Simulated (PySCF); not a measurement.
Gold: a sound run and one with changed settings

Sound run: Au⁺ [Xe] 4f14 5d10, Au²⁺ [Xe] 4f14 5d9. All numbers are calculated (PySCF 2.14, scalar relativity through the core potential, in cc-pVDZ-PP with ECP60MDF (4s4p3d1f, 38 functions)). The sound run starts from symmetry-adapted Hartree-Fock orbitals and uses a fine grid where one is needed.

A second run was set up differently.

```tsv
species	method	sound run (hartree)	changed run (hartree)	converged
Au⁺	UHF	-134.49840	-134.49840	yes
Au⁺	M06-L	-135.44811	-140.79468	yes
Au⁺	B3LYP	-135.40253	-137.87494	yes
Au²⁺	UHF	-133.80050	-133.80050	yes
Au²⁺	M06-L	-134.69052	-137.85672	yes
Au²⁺	B3LYP	-134.63424	-135.74875	yes
```

Ionisation energy of Au⁺:

| method | sound run (eV) | changed run (eV) |
| --- | --- | --- |
| UHF | 18.991 | 18.991 |

**Question.** What was changed?
A. angular grid far too coarse
B. all electrons correlated in a valence basis
C. level shift left on
D. too few SCF iterations

**Answer.** A. It used 6 angular points. A coarse angular grid integrates products of high-l functions wrongly, so density functionals can shift, and the SCF can exploit the error; Hartree-Fock and MP2 need no grid.
